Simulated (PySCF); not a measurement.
# How methods differ on the interval between two levels of Sn(3+)

Sn(3+) [Kr] 4d10 5s1 [2S1/2, M_J = 1/2] → Sn(3+) [Kr] 4d9 5s1 5p1 [4F9/2, M_J = 9/2], as a difference of total energies. Calculation: PySCF 2.14, in x2c-TZVPall-2c (8s9p5d2f, 74 functions); the two-component X2C-1e Hamiltonian. Correlated levels: [Ar] 3d10 frozen; the 6 highest virtual spinors dropped. "Screened" scales the spin-orbit matrix elements by Boettger's factors to mimic the two-electron term; Breit and QED terms are absent.

| method | interval between two levels (cm⁻¹) |
| --- | --- |
| GHF (spin-free) | 227780 |
| GMP2 (spin-free) | 233550 |
| GHF (screened spin-orbit) | 226580 |
| GMP2 (screened spin-orbit) | 232340 |

The labels give the starting determinants; with spin-orbit coupling the two ends relaxed to ⟨J²⟩ = 0.75, ⟨L²⟩ = 0.02, ⟨S²⟩ = 0.77 and ⟨J²⟩ = 24.76, ⟨L²⟩ = 12.03, ⟨S²⟩ = 3.77.
